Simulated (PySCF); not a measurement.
**Calculated properties of `CO[Si](OC)(OC)OC`**

C4H12O4Si.
Numbering: `[CH3:1][O:2][Si:3]([O:4][CH3:5])([O:6][CH3:7])[O:8][CH3:9]` (hydrogens: H10, H11, H12 on C1; H13, H14, H15 on C5; H16, H17, H18 on C7; H19, H20, H21 on C9)

Structure used (GFN2-xTB), in Å, numbered top down from 1:
```
atom  x, y, z in Å
C1     0.2094   -1.5705   -2.1963
O2    -0.4314   -1.1832   -1.0072
Si3   -0.0083    0.0159    0.0046
O4     0.3178    1.2973   -0.9390
C5     0.9269    2.5084   -0.5682
O6    -1.2403    0.1566    1.0542
C7    -2.6166    0.1495    0.7692
O8     1.3223   -0.2101    0.9095
C9     1.4816   -1.0900    1.9937
H10   -0.4236   -2.3152   -2.6800
H11    0.3418   -0.7125   -2.8559
H12    1.1879   -2.0050   -1.9816
H13    1.8396    2.3199   -0.0026
H14    0.2484    3.1060    0.0442
H15    1.1646    3.0492   -1.4850
H16   -2.8718   -0.7021    0.1379
H17   -2.9056    1.0692    0.2560
H18   -3.1465    0.0784    1.7198
H19    2.4484   -0.8749    2.4499
H20    0.6864   -0.9433    2.7251
H21    1.4603   -2.1267    1.6512
```

From GFN2-xTB geometry:

| Property | Result |
| --- | --- |
| Rotational constants A, B, C of the GFN2-xTB geometry | 1.184, 1.172, 1.144 GHz |

PBE0/pcSseg-1 ground state and GIAO shieldings, non-relativistic (PySCF):

| Quantity | Value |
| --- | --- |
| Dipole moment | 0.08 D |
| HOMO energy | -7.95 eV |
| LUMO energy | 1.35 eV |
| HOMO–LUMO gap | 9.30 eV |
| Lowest Hirshfeld atomic charge | -0.23 e on O2/O4/O6/O8 |
| Highest Hirshfeld atomic charge | +0.55 e on Si3 |
| 13C chemical shifts (computed TMS as zero) by class | 53.8 (C1/C5/C7/C9) ppm |
| 1H chemical shifts (computed TMS as zero) by class | 3.79 (H10/H11/H12/H13/H14/H15/H16/H17/H18/H19/H20/H21) ppm |
| Isotropic shieldings of nuclei other than C and H, by class | 319 (O2/O4/O6/O8), 438 (Si3) ppm |
| Mayer bond orders between heavy atoms | C1–O2 0.89, O2–Si3 0.99, Si3–O4 1.00, O4–C5 0.89, Si3–O6 1.00, O6–C7 0.89, Si3–O8 1.00, O8–C9 0.89 |

Monoisotopic mass (most abundant isotopes): 152.0505 u.

With B = h/(8π²I), that is 505.379 GHz u Å² over I, the principal moments of inertia are 426.7, 431.0 and 441.9 u Å² (most abundant isotopes). The rotational constants are those of a nearly oblate symmetric top.

One conformer (not necessarily the lowest) at the GFN2-xTB geometry, without solvent, vibrations or thermal averaging.

For the NMR shielding job (PBE0/pcSseg-1), hardware: Arm Neoverse V1, one thread, no GPU, on a shared host. Cost: 49 s.
